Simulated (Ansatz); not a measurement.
Start from `C[CH2][Al]([F])[Br]` and change one atom or group to get `[F][Al]([Br])[Br]`.

Ansatz, PBE0-D4/def2-TZVP geometries, multiplicity 1. Each molecule was computed in one conformer, which needn't be the lowest.

Scalar relativity is left out up to krypton. Spin–orbit coupling is left out; it splits and shifts lone-pair levels of the heavy atoms by tenths of an eV.

```csv
property,`C[CH2][Al]([F])[Br]`
HOMO–LUMO gap (PBE0/def2-TZVPP) / eV,7.62
LUMO energy (ωB97M-V/def2-TZVPP) / eV,0.90
size of the dipole moment (ωB97M-V/def2-TZVPP) / D,2.22
HOMO energy (ωB97M-V/def2-TZVPP) / eV,-10.51
HOMO energy (PBE/def2-TZVPP) / eV,-7.06
"ideal-gas entropy at 298 K and 1 bar (rigid rotor, harmonic PBE0-D4/def2-TZVP) / J/(mol·K)",376
```

Task: Give the same properties after the change, and the shifts. (An estimate is asked.)

Result: Ansatz gave: 
```tsv
property	`[F][Al]([Br])[Br]`	shift
HOMO–LUMO gap (PBE0/def2-TZVPP) / eV	7.42	-0.20
LUMO energy (ωB97M-V/def2-TZVPP) / eV	0.23	-0.67
size of the dipole moment (ωB97M-V/def2-TZVPP) / D	0.57	-1.65
HOMO energy (ωB97M-V/def2-TZVPP) / eV	-11.10	-0.59
HOMO energy (PBE/def2-TZVPP) / eV	-7.60	-0.54
ideal-gas entropy at 298 K and 1 bar (rigid rotor, harmonic PBE0-D4/def2-TZVP) / J/(mol·K)	334	-42
```

With PBE0 the HOMO falls by 0.59 eV and the LUMO falls by 0.79 eV, so the gap narrows by about 0.20 eV. PBE moves the HOMO by -0.54 eV and ωB97M-V by -0.59 eV. The zero-point energy changes by -166.8 kJ/mol with -18 modes. Dipoles are sizes alone; their direction can turn. Modes under 60 cm⁻¹, often nearly free rotors, make the harmonic entropy too high.
